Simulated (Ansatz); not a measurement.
Gas-phase electronic energies from Ansatz, PBE0-D4/def2-TZVP geometries. CBS: MP2 limit from def2 TZ/QZ plus the TZ coupled-cluster correction, frozen cores. DFT in def2-TZVPP. One conformer a species, not always the lowest.

Consider the ligand exchange at the Si–S bond: `[SiH3][SiH2]S[SiH3]` + `BNC=C` → `BN(C=C)[SiH2][SiH3]` + `[SiH3]S`.

CCSD(T)/CBS gives +34.9 kJ/mol.

(1) Another level gave +30.8 kJ/mol. Which?
A. LC-ωPBE/def2-TZVPP
B. CCSD(T)/def2-TZVPP
C. PBE/def2-TZVPP
D. B2PLYP/def2-TZVPP

(2) What do rigid-rotor, harmonic-oscillator terms from PBE0-D4/def2-TZVP frequencies (298.15 K, 1 bar) make of the CCSD(T)/CBS value? (Best estimate.)

Largest T1 diagnostic among the species: 0.014.

## Answers

(1) B. CCSD(T)/def2-TZVPP 30.8, PBE 49.2, B2PLYP 37.5, LC-ωPBE 42.0 kJ/mol.

(2) The calculation gave: ΔZPE = -8.6 kJ/mol, ΔH = +26.2 kJ/mol, ΔS = -8 J/(mol·K), ΔG = +28.5 kJ/mol. Modes under 50 cm⁻¹ make the entropy rough.

Leaving LDA and LC-ωPBE aside and taking each functional with its dispersion term where it has one, the values, not all of them listed here, spread over 12.5 kJ/mol, from CAM-B3LYP-D4 to PBE-D4. LDA lies −9.3 kJ/mol from PBE without D4. In def2-TZVPP, CCSD(T) changes the Hartree–Fock value by −6.9 kJ/mol (the triples alone add −0.2 kJ/mol) and MP2 by −4.8 kJ/mol. From BLYP to BHLYP (50 % exact exchange), in def2-TZVPP and without D4, ΔE moves by −4.9 kJ/mol.

CCSD(T)/CBS has its own doubt, a few kJ/mol and more with outer-core shells, so smaller differences from it don't rank the levels.
